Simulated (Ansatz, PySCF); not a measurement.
Si(H)(OH)(SeH)2 (H4OSe2Si), SMILES [SeH][SiH]([SeH])O. Atoms are numbered in the order given.

```xyz
8

Si    -0.6081    -0.4811    -0.1635
O     -1.5865    -0.7485     1.1502
Se     0.0450     1.6901    -0.4665
Se     1.3285    -1.6579     0.1572
H     -1.4202    -0.9332    -1.3190
H     -1.2499    -0.4457     2.0037
H     -1.2639     2.0815    -1.0195
H      2.0570    -0.8928    -0.8665
```

Geometry: r2SCAN-D4/def2-SVP. This is a generated structure with no PubChem entry under its InChIKey; it may be hypothetical. The values are those of a single conformer.

Two levels are set side by side: PBE-D3(BJ)/def2-SVP (Ansatz, a program for electronic structure) and r2SCAN-D4/def2-SVP (Ansatz). Each level has its own optimised geometry; the coordinates shown are those of the second. Frequencies come from the Hessian of PySCF at each geometry. Differences are taken from unrounded values.

```json
[
 {"quantity": "mean bond length (Å)", "r2SCAN-D4": "1.661", "PBE-D3(BJ)": "1.675", "PBE-D3(BJ) minus r2SCAN-D4": "0.013"},
 {"quantity": "bond Si1–O2 (Å)", "r2SCAN-D4": "1.660", "PBE-D3(BJ)": "1.675", "PBE-D3(BJ) minus r2SCAN-D4": "0.016"},
 {"quantity": "bond Si1–Se3 (Å)", "r2SCAN-D4": "2.287", "PBE-D3(BJ)": "2.301", "PBE-D3(BJ) minus r2SCAN-D4": "0.014"},
 {"quantity": "bond Si1–Se4 (Å)", "r2SCAN-D4": "2.289", "PBE-D3(BJ)": "2.304", "PBE-D3(BJ) minus r2SCAN-D4": "0.015"},
 {"quantity": "bond Si1–H5 (Å)", "r2SCAN-D4": "1.483", "PBE-D3(BJ)": "1.495", "PBE-D3(BJ) minus r2SCAN-D4": "0.012"},
 {"quantity": "bond O2–H6 (Å)", "r2SCAN-D4": "0.966", "PBE-D3(BJ)": "0.975", "PBE-D3(BJ) minus r2SCAN-D4": "0.009"},
 {"quantity": "bond Se3–H7 (Å)", "r2SCAN-D4": "1.474", "PBE-D3(BJ)": "1.488", "PBE-D3(BJ) minus r2SCAN-D4": "0.014"},
 {"quantity": "bond Se4–H8 (Å)", "r2SCAN-D4": "1.471", "PBE-D3(BJ)": "1.485", "PBE-D3(BJ) minus r2SCAN-D4": "0.014"},
 {"quantity": "highest harmonic wavenumber (cm⁻¹)", "r2SCAN-D4": "3858", "PBE-D3(BJ)": "3739", "PBE-D3(BJ) minus r2SCAN-D4": "-119"},
 {"quantity": "mean harmonic wavenumber (cm⁻¹)", "r2SCAN-D4": "976", "PBE-D3(BJ)": "946", "PBE-D3(BJ) minus r2SCAN-D4": "-30"},
 {"quantity": "zero-point energy (kcal/mol)", "r2SCAN-D4": "25.12", "PBE-D3(BJ)": "24.35", "PBE-D3(BJ) minus r2SCAN-D4": "-0.77"}
]
```
